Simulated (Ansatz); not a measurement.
C4H4Se, SMILES `c1cc[se]c1`, relaxed with RKS PBE-D4/def2-SVP in Ansatz from a rough embedded geometry. The force threshold is 0.03 eV/Å; the program also tests the step.

Total charge 0; spin multiplicity 1.

Start:

```xyz
9

C     0.514   -0.083    0.725
C    -0.737   -0.339    0.395
C    -1.182   -0.047   -0.889
Se    0.233    0.675   -1.824
C     1.417    0.449   -0.237
H     0.966   -0.319    1.719
H    -1.418   -0.777    1.159
H    -2.252   -0.263   -1.089
H     2.461    0.704    0.042
```

By how much does the energy fall, and how many steps does the optimiser take? (An estimate is asked.)

Computed: 82.79 kJ/mol, in 4 steps.

Which bonds change most? (Best estimate.)

The calculation gave: Se4–C5 from 1.992 to 1.871 Å; C1–C2 from 1.319 to 1.434 Å; C1–C5 from 1.422 to 1.378 Å; C3–Se4 from 1.844 to 1.871 Å.

Give the relaxed structure. (Estimate.)

Ansatz gave: 
```xyz
9

C     0.580   -0.106    0.806
C    -0.789   -0.382    0.479
C    -1.152   -0.053   -0.809
Se    0.287    0.669   -1.763
C     1.319    0.443   -0.218
H     1.015   -0.315    1.795
H    -1.501   -0.820    1.193
H    -2.134   -0.172   -1.281
H     2.376    0.736   -0.202
```
